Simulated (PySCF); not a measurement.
**XPS shifts beside NMR shieldings**

Species: C7H18Si2.
Geometry (PBE0-D3(BJ)/def2-SVP, Å), atoms numbered from 1 in this order:
```
atom  x, y, z in Å
C1    -1.7264   -1.4886   -0.4615
C2    -1.2788   -0.0256   -0.3546
C3    -2.2234    0.6926    0.6132
C4    -1.3816    0.6306   -1.7339
C5     0.1676    0.0467    0.2009
C6     1.2565   -0.5770   -0.6925
C7     2.6307   -0.5997   -0.0097
Si8    3.0532    1.1686    0.5675
Si9    0.8010    1.7768    0.7541
H10   -1.6668   -1.9929    0.5163
H11   -2.7707   -1.5499   -0.8074
H12   -1.1118   -2.0577   -1.1744
H13   -3.2701    0.5943    0.2845
H14   -2.1481    0.2721    1.6290
H15   -1.9988    1.7699    0.6773
H16   -0.7782    0.0993   -2.4847
H17   -1.0473    1.6794   -1.7097
H18   -2.4257    0.6219   -2.0848
H19    0.1689   -0.5262    1.1508
H20    0.9685   -1.6020   -0.9814
H21    1.3325   -0.0096   -1.6376
H22    2.5985   -1.2549    0.8782
H23    3.4036   -1.0106   -0.6782
H24    3.7892    1.9264   -0.4939
H25    3.8714    1.1981    1.8194
H26    0.3359    2.1456    2.1266
H27    0.4043    2.8773   -0.1810
```

Binding energies: delta-SCF UKS SCAN, pcX-2 on the ionised atom, pcseg-1 elsewhere, spin-free X2C (PySCF). Shieldings: GIAO CAM-B3LYP/pcSseg-1, non-relativistic, same geometry.

```json
{"atom": "C1", "isotropic shielding (ppm)": "149.8"}
{"atom": "C2", "isotropic shielding (ppm)": "150.4"}
{"atom": "C5", "isotropic shielding (ppm)": "138.2"}
{"atom": "C6", "isotropic shielding (ppm)": "153.9"}
{"atom": "C7", "isotropic shielding (ppm)": "171.7"}
```

Task: What are the C 1s binding energies of these atoms?

Result: 
```csv
atom,environment,C 1s (eV),isotropic shielding (ppm)
C5,sp3 carbon bound to silicon,289.69,138.2
C7,sp3 carbon bound to silicon,289.89,171.7
C1,methyl carbon,290.17,149.8
C6,ring CH2 carbon,290.34,153.9
C2,quaternary sp3 carbon,290.44,150.4
```

By binding energy: C5 < C7 < C1 < C6 < C2. By shielding: C5 < C1 < C2 < C6 < C7.

Of atoms equivalent by bonding only the ionised one is listed; its partners' own values can differ in this conformer. One conformer (not necessarily the lowest) at the PBE0-D3(BJ)/def2-SVP geometry, without solvent, vibrations or thermal averaging.
